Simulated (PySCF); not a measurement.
WH2, quintet: computed properties

Method: UPBE0/[W def2-TZVP with ECP60, H def2-TZVP], scalar-relativistic core potentials, density fitting, no spin–orbit coupling, PySCF.

The structure is a minimum.

```
Point group                                                                   : C2v
Bond lengths                                                                  : W–H 1.713 Å (×2)
Bond angles                                                                   : H–W–H 113.2°
Lowest empty level (α)                                                        : -1.89 eV
Rotational constants                                                          : 9.502, 4.089, 2.859 cm⁻¹
Principal quadrupole moments (Buckingham, traceless) about the centre of mass : -1.88, 0.53, 1.35 D Å
Rotational symmetry number                                                    : 2
Atomisation energy without zero-point energy                                  : 602 kJ/mol
Zero-point energy                                                             : 27.1 kJ/mol
Entropy at 298.15 K and 1 bar (electronic part: spin only)                    : 247.3 J/(mol K)
Highest occupied level (α)                                                    : -6.09 eV
Dipole moment                                                                 : 2.22 D
Heat capacity Cp at 298.15 K                                                  : 37.2 J/(mol K)
Spin squared ⟨S²⟩                                                             : 6.031
Enthalpy at 298.15 K above 0 K                                                : 10.27 kJ/mol
Principal polarisabilities                                                    : 48.9, 53.1, 54.2 bohr³
```

Harmonic modes (masses in u: W 183.951, H 1.008):
| symmetry | ω (cm⁻¹) | IR (km/mol) | type |
| --- | --- | --- | --- |
| a1 | 656 | 56.7 | bend |
| b2 | 1936 | 235 | stretch |
| a1 | 1946 | 66.6 | stretch |

In C2v the vibrations span 2a1 + b2. Here b1 is antisymmetric to the molecular plane and b2 lies in it.

Charges (e):
```csv
atom,Mulliken,Löwdin,polar tensor,spin (Mulliken),Mayer order to W1
W1,0.24,0.22,0.57,4.28,–
"H2,3",-0.12,-0.11,-0.28,-0.14,0.98
```

Mulliken populations on W1 (electrons outside its core potential): s 2.96, p 6.17, d 4.62, f 0.01.

Outer orbital energies (eV). α occupied: -9.55, -8.61, -6.31, -6.11, -6.09, -6.09; empty: -1.89, -1.50, -0.76, 2.33. β occupied: -9.09, -8.22; empty: -1.54, -0.77, -0.74, -0.64.

Formally W is in oxidation state +2, d4, with 4 unpaired electrons (the high-spin count). The Mulliken spin on W is 4.28. The polar-tensor charge on W, 0.57, is far below the formal one.

Only a few start shapes were tried, so a lower isomer may exist. Open d and f shells are described by one determinant, and the ground state may have another occupation or spin. No spin–orbit coupling is included, which matters more the heavier the element.

The final relaxation and frequency run took about 40 core-seconds on a shared host.
